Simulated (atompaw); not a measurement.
# Pseudopotential generation for Mn: PAW (atompaw), LDA (PW92), scalar-relativistic.

```
Element                 : Mn (Z = 25)
Generator               : atompaw 4.2.0.5
Type                    : PAW
Functional              : LDA (PW92)
Relativity              : scalar-relativistic
Frozen core             : [Ar]
Valence charge          : 7
Reference configuration : 3d5 4s1.75 4p0 (charge +0.25)
Partial waves           : 4s (bound); 4s channel at 3.75 Ry; 4p (bound, empty); 4p channel at 2.25 Ry; 3d (bound); 3d channel at 2.45 Ry
Local potential         : bessel scheme, radius 2.30 bohr
Core correction         : smooth core density matched at 1.75 bohr
Augmentation charge     : sinc compensation charge, radius 2.70 bohr; PAW radius 3.00 bohr; waves and projectors: bloechl
```

All-electron outer shells of the reference configuration (LDA (PW92), scalar-relativistic, ld1.x):

```json
{"shell": "3s", "level (eV)": "-87.34", "outermost node (bohr)": "0.34", "outermost maximum (bohr)": "0.74"}
{"shell": "3p", "level (eV)": "-56.42", "outermost node (bohr)": "0.31", "outermost maximum (bohr)": "0.75"}
{"shell": "3d", "level (eV)": "-8.92", "outermost node (bohr)": "–", "outermost maximum (bohr)": "0.75"}
{"shell": "4s", "level (eV)": "-6.91", "outermost node (bohr)": "1.05", "outermost maximum (bohr)": "2.44"}
{"shell": "4p", "level (eV)": "-2.84", "outermost node (bohr)": "1.16", "outermost maximum (bohr)": "3.22"}
```

Results:

```json
{
  "Cutoffs needed": "18 Ry and 25 Ry (the cutoffs (Ry, on a coarse ladder) from which the occupation-weighted sum of valence levels, in a spherical-Bessel basis at the reference potential, stays within 10 and 1 mRy of its value at 400 Ry)",
  "Ghost test": "no extra level below or beside the all-electron valence levels (s, p, d, f tested) (spherical-Bessel basis up to 400 Ry, 20 bohr box)",
  "Lowest eigenvalue of the overlap operator": "0.46 (s channel)",
  "Overlap eigenvalues printed by atompaw (projector basis)": "0.116, 0.151, 0.228, 1.72, 6.68, 24.3",
  "Share of each valence orbital outside the PAW sphere": "4s 44 %, 4p 71 %, 3d 3 %"
}
```

Generation and tests took about 2.8 s on one core of a shared server CPU.
